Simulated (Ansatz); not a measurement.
The same redistribution along the group Ti, Zr, Hf.

Calculated with Ansatz (gas phase, PBE0-D4/def2-TZVP geometries, no zero-point term in ΔE). CBS: MP2 limit from def2 TZ/QZ plus the TZ coupled-cluster correction, frozen cores. This one scheme is used for every species. DFT in def2-TZVPP. def2 core potentials past Kr. For Hf, Ti, Zr outer-core shells are correlated without core-valence functions, which leaves a few kJ/mol of doubt a bond. Scalar relativity is left out up to krypton. Each species was taken in one conformer, which may not be the lowest.

| reaction | CCSD(T)/CBS(def2) (kcal/mol) |
| --- | --- |
| `[F][Ti]([SH])([SH])[SH]` + `CBS` → `[SH][Ti]([SH])([SH])[SH]` + `CBF` | ? |
| `[F][Zr]([SH])([SH])[SH]` + `CBS` → `[SH][Zr]([SH])([SH])[SH]` + `CBF` | 5.4 |
| `[F][Hf]([SH])([SH])[SH]` + `CBS` → `[SH][Hf]([SH])([SH])[SH]` + `CBF` | 7.2 |

Fill in the missing values. (Best estimate.)

The calculation gave: `[F][Ti]([SH])([SH])[SH]` + `CBS` → `[SH][Ti]([SH])([SH])[SH]` + `CBF`: +3.4 kcal/mol.

Largest T1 diagnostic: 0.029, for `[SH][Ti]([SH])([SH])[SH]`, so its coupled-cluster energy is less sure.
